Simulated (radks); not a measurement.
Values are calculated unless marked as measured or tabulated.
As4+, 29 electrons, occupied as [Ar] 3d10 4s1 (the NIST ground configuration). Code: a radial shooting solver on a logarithmic mesh with Libxc functionals. Model: scalar-relativistic Kohn-Sham, exchange-only PBE, spin-polarised, spherical densities, finite nucleus; open shells are filled with parallel spins first; Fermi nuclear charge, rms radius 4.0968 fm.

Normalised radial functions P(r) = r R(r), r in bohr:

```
   r/bohr * 3p down, o 3d down, + 4s down (the largest magnitude, 1.38, reaches the edge; | marks zero, & curves that meet)
 0.002254                             &+
 0.002582                             &+
 0.002935                             &+
 0.003362                             &+
 0.003821                             &+
 0.004378                             &+
 0.004976                             &+
 0.005701                             & +
 0.006479                             & +
 0.007423                             & +
 0.008437                             o*+
 0.009666                             o*+
  0.01099                             o* +
  0.01259                             o* +
  0.01431                             o* +
  0.01639                             o *+
  0.01863                             o *+
  0.02134                             o  &
  0.02426                             o  &
  0.02757                             o  +*
  0.03158                             o  + *
   0.0359                             o  +  *
  0.04113                             o +    *
  0.04674                             |&      *
  0.05355                             |&       *
  0.06086                             +o         *
  0.06973                            +| o         *
  0.07925                           + | o          *
   0.0908                         +   |  o          *
   0.1032                         +   |   o         *
   0.1182                        +    |    o        *
   0.1344                        +    |      o     *
    0.154                        +    |       o  *
    0.175                         +   |       * o
   0.2005                          +  |   *        o
   0.2278                            &|              o
    0.261                      *      | +              o
   0.2967                 *           |   +               o
   0.3399           *                 |     +              o
   0.3863       *                     |       +              o
   0.4391   *                         |        +              o
    0.503  *                          |       +               o
   0.5717  *                          |     +                o
    0.655    *                        |  +                  o
   0.7444        *                   +|                   o
   0.8529            *           +    |                o
   0.9694                *  +         |             o
    1.111               +    *        |           o
    1.262             +         *     |        o
    1.446            +            *   |      o
    1.644            +              * |    o
    1.883              +             *|  o
     2.14                +            * o
    2.452                    +        *o
    2.787                       +     &
    3.193                         +   &
    3.629                           + &
    4.157                            +&
    4.725                             &
    5.413                             &
    6.153                             &
```

3p down: eigenvalue -182.23 eV, 1 radial node at r = 0.222 bohr, <r> = 0.616 bohr, 90 % of the charge inside 0.943 bohr. 3d down: eigenvalue -88.954 eV, 0 radial nodes, <r> = 0.666 bohr, 90 % of the charge inside 1.11 bohr. 4s down (empty): eigenvalue -55.255 eV, 3 radial nodes at r = 0.0584, 0.240, 0.726 bohr, <r> = 1.68 bohr, 90 % of the charge inside 2.44 bohr.
